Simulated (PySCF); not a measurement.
SMILES CCc1ccccc1N (GFN2-xTB optimised geometry):

```
20

C     -1.450    -2.580    -1.430
C     -1.457    -1.960    -0.031
C     -0.676    -0.675     0.000
C     -1.342     0.540    -0.005
C     -0.661     1.745    -0.010
C      0.723     1.741    -0.010
C      1.407     0.543     0.000
C      0.728    -0.675     0.000
N      1.450    -1.855    -0.070
H     -0.431    -2.767    -1.759
H     -1.916    -1.900    -2.139
H     -2.000    -3.518    -1.436
H     -1.047    -2.677     0.688
H     -2.489    -1.759     0.266
H     -2.423     0.541    -0.004
H     -1.206     2.677    -0.014
H      1.271     2.672    -0.011
H      2.489     0.536     0.003
H      2.418    -1.777     0.202
H      0.995    -2.677     0.293
```

Level of theory: PBE0/def2-SVP in PySCF.

What are the frontier orbital energies and the dipole moment?

HOMO-2 -8.73 eV, HOMO-1 -6.85 eV, HOMO -5.72 eV, LUMO 0.27 eV, LUMO+1 0.66 eV; dipole moment 1.80 D.

Meta-Löwdin charges at PBE0/def2-SVP: C1 -0.30, C2 -0.17, C3 -0.03, C4 -0.11, C5 -0.14, C6 -0.10, C7 -0.16, C8 0.11, N9 -0.41, H10 0.10, H11 0.10, H12 0.09, H13 0.08, H14 0.10, H15 0.10, H16 0.10, H17 0.11, H18 0.10, H19 0.22, H20 0.22.
